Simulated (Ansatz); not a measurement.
Mo(S)2(Br)(OH) (BrHMoOS2), SMILES [S]=[Mo]([OH])(=[S])[Br], multiplicity 1. Atoms are numbered in the order given.

```xyz
6

Mo     0.4013    -0.2262     0.0000
S      1.2488     0.6912    -1.7052
S      1.2488     0.6912     1.7052
Br    -1.9872     0.1533     0.0000
O      0.8023    -2.0338     0.0000
H      1.6168    -2.5548     0.0000
```
Charge 0, spin multiplicity 1.

Geometry optimised at B3LYP-D3(BJ)/def2-SVP. The multiplicity is an assumed one; other spin states were not compared. The def2 effective core potentials stand for the cores of Mo; spin–orbit coupling is left out. Other conformers were not sampled.

Two levels are set side by side: PBE-D3(BJ)/def2-SVP (Ansatz, a quantum-chemistry and plane-wave program) and B3LYP-D3(BJ)/def2-SVP (Ansatz). Each level has its own optimised geometry; the coordinates shown are those of the second. Differences are taken from unrounded values.

```json
[
 {"quantity": "mean bond length (Å)", "B3LYP-D3(BJ)": "1.893"},
 {"quantity": "bond Mo1–S2 (Å)", "B3LYP-D3(BJ)": "2.114"},
 {"quantity": "bond Mo1–S3 (Å)", "B3LYP-D3(BJ)": "2.114"},
 {"quantity": "bond Mo1–Br4 (Å)", "B3LYP-D3(BJ)": "2.418"},
 {"quantity": "bond Mo1–O5 (Å)", "B3LYP-D3(BJ)": "1.852"},
 {"quantity": "bond O5–H6 (Å)", "B3LYP-D3(BJ)": "0.967"}
]
```

**Question.** What does PBE-D3(BJ) give, and how far is it from B3LYP-D3(BJ)? (The exact figures need the calculation; the answer reports its results.)

**Answer.** 
| quantity | PBE-D3(BJ) | PBE-D3(BJ) minus B3LYP-D3(BJ) |
|---|---|---|
| mean bond length (Å) | 1.899 | 0.006 |
| bond Mo1–S2 (Å) | 2.125 | 0.012 |
| bond Mo1–S3 (Å) | 2.125 | 0.012 |
| bond Mo1–Br4 (Å) | 2.412 | -0.007 |
| bond Mo1–O5 (Å) | 1.859 | 0.007 |
| bond O5–H6 (Å) | 0.975 | 0.008 |

GGA bonds tend to be longer and softer than those of functionals with exact exchange. Differences between two approximate levels are no errors against the true value.
